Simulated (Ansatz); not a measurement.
Computed with Ansatz on PBE0-D4/def2-TZVP structures; ΔE is electronic, products minus reactants. CCSD(T)/CBS is the MP2 limit (def2-TZVPP, def2-QZVPP) plus CCSD(T) − MP2 in def2-TZVPP, frozen cores. DFT in def2-TZVPP. Elements past krypton have def2 core potentials. For In outer-core shells are correlated without core-valence functions, which leaves a few kJ/mol of doubt a bond. Each species was taken in one conformer, which may not be the lowest.

`[SH][In]([SH])[Cl]` + `[OH][Al]([F])[F]` → `[OH][In]([SH])[Cl]` + `[F][Al]([F])[SH]`  (redistribution)

CCSD(T)/CBS gives +84.2 kJ/mol.

(1) Another level gave +87.1 kJ/mol. Which?
A. r2SCAN/def2-TZVPP
B. HF/def2-TZVPP
C. PBE-D4/def2-TZVPP
D. CCSD(T)/def2-TZVPP

Largest T1 diagnostic among the species: 0.015.

Results:

(1) D. CCSD(T)/def2-TZVPP 87.1, PBE-D4 77.0, HF/def2-TZVPP 95.4, r2SCAN 83.0 kJ/mol.

In def2-TZVPP, CCSD(T) changes the Hartree–Fock value by −8.3 kJ/mol (the triples alone add −2.3 kJ/mol) and MP2 by −4.3 kJ/mol. From PBE to PBE0 (25 % exact exchange), in def2-TZVPP and without D4, ΔE moves by +7.2 kJ/mol.
